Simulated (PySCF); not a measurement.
**Orbital picture of SmCl**

PBE at R = 2.563 Å; Sm x2c-TZVPall, Cl x2c-TZVPall; spin-free X2C with a Gaussian nucleus (PySCF 2.14). State: octet, about 6.0 electrons in the 4f shell (Mulliken), real f orbitals that mix terms. Only the outer orbitals are listed, counted within each symmetry.

```json
{"spin": "α", "orbital": "17σ", "occ.": "1", "ε (eV)": "-3.55", "on Sm (%)": "99", "main shells (%)": "83 Sm s, 8 Sm d"}
{"spin": "α", "orbital": "1φ", "occ.": "1", "ε (eV)": "-3.36", "on Sm (%)": "100", "main shells (%)": "99 Sm f"}
{"spin": "α", "orbital": "1φ", "occ.": "1", "ε (eV)": "-3.36", "on Sm (%)": "100", "main shells (%)": "99 Sm f"}
{"spin": "α", "orbital": "3δ", "occ.": "1", "ε (eV)": "-3.36", "on Sm (%)": "100", "main shells (%)": "100 Sm f"}
{"spin": "α", "orbital": "9π", "occ.": "1", "ε (eV)": "-3.03", "on Sm (%)": "100", "main shells (%)": "99 Sm f"}
{"spin": "α", "orbital": "9π", "occ.": "1", "ε (eV)": "-3.03", "on Sm (%)": "100", "main shells (%)": "99 Sm f"}
{"spin": "α", "orbital": "18σ", "occ.": "1", "ε (eV)": "-2.95", "on Sm (%)": "100", "main shells (%)": "95 Sm f"}
{"spin": "α", "orbital": "3δ", "occ.": "0", "ε (eV)": "-2.83", "on Sm (%)": "100", "main shells (%)": "100 Sm f"}
{"spin": "α", "orbital": "4δ", "occ.": "0", "ε (eV)": "-1.97", "on Sm (%)": "100", "main shells (%)": "100 Sm d"}
{"spin": "α", "orbital": "4δ", "occ.": "0", "ε (eV)": "-1.94", "on Sm (%)": "100", "main shells (%)": "100 Sm d"}
{"spin": "β", "orbital": "17σ", "occ.": "0", "ε (eV)": "-2.43", "on Sm (%)": "99", "main shells (%)": "89 Sm s"}
{"spin": "β", "orbital": "3δ", "occ.": "0", "ε (eV)": "-0.80", "on Sm (%)": "100", "main shells (%)": "100 Sm d"}
{"spin": "β", "orbital": "3δ", "occ.": "0", "ε (eV)": "-0.69", "on Sm (%)": "100", "main shells (%)": "100 Sm d"}
```

Which are the highest filled and the lowest empty level, where do they sit, and how wide is the gap?

Highest filled α 18σ at -2.95 eV (in %: 95 Sm f); lowest empty α 3δ at -2.83 eV (in %: 100 Sm f); the gap at PBE is 0.12 eV.

| Quantity | Value |
| --- | --- |
| bond order (Mayer) | 1.02 |
| ⟨S²⟩ | 15.756 |
| charge on Sm (Mulliken, basis-dependent) | 0.45 |
| charge on Sm (Löwdin, basis-dependent) | 0.08 |
| dipole moment (positive dipole means Sm(−)Cl(+)) | -4.62 D |
| polarisability along the bond | 149.3 bohr³ |
| polarisability across the bond | 178.9 bohr³ |

Spin–orbit coupling is left out. The state is the lowest single determinant that the PBE0 search found; with open d or f shells the true ground state can be another one.
